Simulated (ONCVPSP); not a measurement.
# How hard is this praseodymium (Pr) ONCV potential?

- Element: praseodymium (Pr)
- Generator: ONCVPSP 4.0.1
- Type: optimised norm-conserving Vanderbilt (ONCV)
- Functional: LDA (Perdew-Wang 92)
- Relativity: scalar-relativistic
- Frozen core: [Kr] 4d10 5s2
- Valence charge: 11
- Reference configuration: 4f3 5p6 6s2
- Partial waves: 6s: rc 3.25 bohr, ncon 4, nbas 7, qcut 2 1/bohr, 2 projectors, debl 3.4 Ha; 5p: rc 1.90 bohr, ncon 4, nbas 6, qcut 5 1/bohr, 3 projectors, debl 1.4 Ha; d scattering state at 0.31 Ha: rc 2.90 bohr, ncon 4, nbas 8, qcut 3.3 1/bohr, 2 projectors, debl 0.7 Ha; 4f: rc 1.55 bohr, ncon 3, nbas 8, qcut 12.9 1/bohr, 2 projectors, debl 2.1 Ha
- Local potential: polynomial inside 1.15 bohr (lpopt 5, dvloc0 -1 Ha)
- Core correction: polynomial model core, fcfact 0.7

In the d channel the program set the typed energies aside and used 0.050, 0.750 Ha.

Task: For each optimised wave give the share of its norm inside rc, the residual kinetic energy above qcut (Ha) and the cutoffs (Ha) for errors of 10, 1, 0.1 and 0.01 mHa per electron.

Result:

| wave | norm inside rc | residual KE | 10 mHa | 1 mHa | 0.1 mHa | 0.01 mHa |
| --- | --- | --- | --- | --- | --- | --- |
| 6s | 0.222 | 2.1e-04 | 0.8 | 1.5 | 6.5 | 11.6 |
| s projector 2 | 0.211 | 5.4e-01 | 11.7 | 15.4 | 17.4 | 21.8 |
| 5p | 0.635 | 1.5e-03 | 8.6 | 14.1 | 25.6 | 31.3 |
| p projector 2 | 0.159 | 1.8e-03 | 8.7 | 13.7 | 25.6 | 30.5 |
| p projector 3 | 0.096 | 3.5e-03 | 10.1 | 14.9 | 29.8 | 49.8 |
| d projector 1 | 0.083 | 1.9e-04 | 2.8 | 4.4 | 6.1 | 24.2 |
| d projector 2 | 0.132 | 2.1e-03 | 4.4 | 5.9 | 10.5 | 19.9 |
| 4f | 0.775 | 5.6e-05 | 54.6 | 64.0 | 74.6 | not reached |
| f projector 2 | 0.094 | 2.0e-07 | 51.6 | 61.5 | 68.9 | 74.9 |

The occupied waves need 64 Ha and 75 Ha for 1 and 0.1 mHa. Note: ghosts flagged at negative energy: s at -202.3 eV, d at -27.9 eV; GHOST(+) flagged for p at 145.8 eV. A true bound ghost makes a file unfit for plane-wave use. Tests left out (the all-electron energies of this program are off by 10 to 40 meV for near-neutral 4f atoms).
